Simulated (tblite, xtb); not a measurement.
Cl$_{2}$Fe (SMILES [Cl][Fe][Cl]), quintet, geometry from GFN2-xTB (such geometries of metal compounds can be far from the true shape). Base run: GFN1-xTB in xtb 6.7.1.

Here is a job for xtb.
```
$ xtb mol.xyz --gfn 1 --uhf 4 --json

# file mol.xyz
3

Fe    -0.40815377     0.20857746    -0.36293014
Cl     1.54992816     0.14750098    -0.93808064
Cl    -0.92569298    -0.46650180     1.49315026
```

Programs used: tblite, xtb; a row that names a program was run with it.

Each row names what was changed in the base input (with any setting that the change needs).

```csv
change,ΔE vs base (kcal/mol),dipole (D),G_solv (kcal/mol),SCF cycles
base,0.000,1.95,-,20
program = tblite; method = gfn1,0.000,-,-,-
program = tblite; method = gfn1; option = --spin-polarized,-57.70,-,-,-
acc = 1000,0.013,1.92,-,16
"program = tblite; method = gfn1; option = (--etemp, 2000)",-5.23,-,-,-
acc = 0.0001,0.000,1.95,-,22
alpb = water,-6.06,1.98,-6.07,19
alpb = ch2cl2,-5.49,1.98,-5.50,20
etemp = 3000,-9.47,1.97,-,21
```

ALPB and GBSA are two models with their own fitted parameters for each solvent, which aren't always the measured dielectric constant.
